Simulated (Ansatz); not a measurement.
```yaml
crystal:
  periodic: [false, false, false]
  atoms:
    - {symbol: C, position_ang: [-1.689406, -2.015692, 0.087479]}
    - {symbol: N, position_ang: [-0.984062, -0.973148, 0.782931]}
    - {symbol: C, position_ang: [-0.746442, -1.279642, 2.167719]}
    - {symbol: Ti, position_ang: [-0.065559, 0.411206, -0.119113]}
    - {symbol: C, position_ang: [-1.392745, 1.023537, -1.626633]}
    - {symbol: C, position_ang: [-0.141842, 2.036603, 1.208534]}
    - {symbol: C, position_ang: [1.602573, 0.820008, -1.817022]}
    - {symbol: C, position_ang: [2.141374, 1.266974, -0.600942]}
    - {symbol: C, position_ang: [2.261571, 0.151093, 0.258309]}
    - {symbol: C, position_ang: [1.816196, -0.990049, -0.436710]}
    - {symbol: C, position_ang: [1.388219, -0.573213, -1.712192]}
    - {symbol: H, position_ang: [-1.818898, -1.762091, -0.967445]}
    - {symbol: H, position_ang: [-1.157749, -2.978688, 0.144230]}
    - {symbol: H, position_ang: [-2.691806, -2.168646, 0.512421]}
    - {symbol: H, position_ang: [-0.187411, -2.220927, 2.289148]}
    - {symbol: H, position_ang: [-1.691712, -1.385596, 2.719072]}
    - {symbol: H, position_ang: [-0.176197, -0.482610, 2.651127]}
    - {symbol: H, position_ang: [-1.140529, 2.015085, -2.014008]}
    - {symbol: H, position_ang: [-1.466209, 0.337099, -2.475513]}
    - {symbol: H, position_ang: [-2.372867, 1.080082, -1.136571]}
    - {symbol: H, position_ang: [-1.174671, 2.054196, 1.578370]}
    - {symbol: H, position_ang: [0.062783, 2.985369, 0.703749]}
    - {symbol: H, position_ang: [0.533764, 1.956802, 2.065506]}
    - {symbol: H, position_ang: [1.359699, 1.432073, -2.671701]}
    - {symbol: H, position_ang: [2.388964, 2.286186, -0.347902]}
    - {symbol: H, position_ang: [2.618298, 0.174551, 1.277817]}
    - {symbol: H, position_ang: [1.769814, -1.995731, -0.046544]}
    - {symbol: H, position_ang: [0.954861, -1.204821, -2.474137]}
basis:
  gaussian: {orbitals: def2-mTZVPP, fitting: {mean_field: cc-pVTZ-jkfit}, final_grid: {core_spheres: 8, valence_spheres: 7, degree: 23}}
hamiltonian: {xc: {name: SVWN5}}
```

```sh
$ ansatz run in.yaml --threads 11 --pin off --events-out ev --progress --plain --max-ram 174080MiB --backend cuda --devices 0, --max-vram 75GiB
```

Question: How does Ansatz answer? (An estimate is asked.)

Answer: Ansatz gave: The program refused the input.
```
Functional definition: SVWN5
Error: <dir> the basis set cc-pVTZ-JKFIT has no functions for Ti
```
